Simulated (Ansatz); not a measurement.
Mulliken charges of C$_{2}$HF$_{2}$NSe (`FC1=NC(F)[Se]1`) from ωB97M-V/def2-TZVPP in Ansatz (PBE0-D4/def2-TZVP geometry).

```json
{"atom": "F1", "x (Å)": "-0.802", "y (Å)": "-1.524", "z (Å)": "1.713", "charge (e)": "-0.131"}
{"atom": "C2", "x (Å)": "-0.349", "y (Å)": "-0.663", "z (Å)": "0.851", "charge (e)": "0.152"}
{"atom": "N3", "x (Å)": "0.009", "y (Å)": "-0.932", "z (Å)": "-0.334", "charge (e)": "-0.167"}
{"atom": "C4", "x (Å)": "0.270", "y (Å)": "0.424", "z (Å)": "-0.738", "charge (e)": "0.147"}
{"atom": "F5", "x (Å)": "1.522", "y (Å)": "0.622", "z (Å)": "-1.165", "charge (e)": "-0.162"}
{"atom": "Se6", "x (Å)": "-0.145", "y (Å)": "1.200", "z (Å)": "1.096", "charge (e)": "0.028"}
{"atom": "H7", "x (Å)": "-0.443", "y (Å)": "0.805", "z (Å)": "-1.470", "charge (e)": "0.133"}
```

Question: By hand: the dipole of these point charges (1 e Å = 4.8032 D).

Answer: Σ q r = (-0.219, 0.357, -0.124) e Å, of length 0.437 e Å = 2.10 D.

Question: How does the dipole of the full density compare? (An estimate is asked.)

Answer: Computed: (-0.213, 0.352, 0.059) e Å, 2.00 D; the point charges give 1.05 times that, at 25° from its direction.

Point charges leave out the atoms' own dipoles, such as those of lone pairs, and Mulliken's split depends on the basis, so the two needn't agree.
